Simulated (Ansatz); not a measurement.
System: CH$_{3}$OSi, charge 0, doublet. CH3OSi (SMILES [SiH3][C]=O, doublet).
B3LYP-D3(BJ)/def2-TZVP minimum from Ansatz (a quantum-chemistry and plane-wave program):
```
Si
H 1 1.4767
H 1 1.4767 2 110.57
H 1 1.4858 2 110.81 3 123.27
C 1 1.9320 2 103.47 3 -110.22
O 5 1.1730 1 134.82 2 -122.30
```
Charge 0, spin multiplicity 2.

Total energies in hartree (Ansatz). Open shells are spin-unrestricted; no spin-orbit coupling. Correlated methods leave the cores frozen. No relativity. Where a partner has so few electrons that a lower coupled-cluster level is exact, that level stands in.

```csv
species,HF/cc-pV(T+d)Z,CCSD(T)/cc-pV(T+d)Z,HF/cc-pV(Q+d)Z,CCSD(T)/cc-pV(Q+d)Z,CCSD(T)/cc-pV(D+d)Z,CCSDT(Q)/cc-pV(D+d)Z
"1: CH3OSi (SMILES O=[C][SiH3], doublet)",-403.41530,-403.95048,-403.42807,-403.99603,-403.80639,-403.80887
2: O (triplet),-74.81176,-74.97396,-74.81729,-74.99357,-74.90995,-74.91013
3: C (triplet),-37.69157,-37.78076,-37.69331,-37.78654,-37.76038,-37.76071
4: Si (triplet),-288.85649,-288.93344,-288.85845,-288.93781,-288.91643,-288.91690
5: H (doublet),-0.49981,-0.49981,-0.49995,-0.49995,-0.49928,-0.49928
```

Question: Work out the atomisation energy (electronic, to ground-state atoms) in kcal/mol: take Hartree-Fock from cc-pV(Q+d)Z, extrapolate the CCSD(T) correlation energy as X^-3 (X = 3, 4), and add CCSDT(Q) - CCSD(T) in cc-pV(D+d)Z. 1 hartree = 627.51 kcal/mol.

Answer: 
Species 1: correlation (64·(-0.56796) - 27·(-0.53518))/37 = -0.59188; step -0.00248; E1 = -403.42807 + (-0.59188) + (-0.00248) = -404.02243
Species 2: correlation (64·(-0.17628) - 27·(-0.16220))/37 = -0.18655; step -0.00018; E2 = -74.81729 + (-0.18655) + (-0.00018) = -75.00402
Species 3: correlation (64·(-0.09323) - 27·(-0.08919))/37 = -0.09618; step -0.00033; E3 = -37.69331 + (-0.09618) + (-0.00033) = -37.78982
Species 4: correlation (64·(-0.07936) - 27·(-0.07695))/37 = -0.08112; step -0.00047; E4 = -288.85845 + (-0.08112) + (-0.00047) = -288.94004
Species 5: correlation (64·(0.00000) - 27·(0.00000))/37 = 0.00000; step +0.00000; E5 = -0.49995 + (0.00000) + (+0.00000) = -0.49995
-1·E1 +1·E2 +1·E3 +1·E4 +3·E5 = 0.78870 hartree = 494.9 kcal/mol.
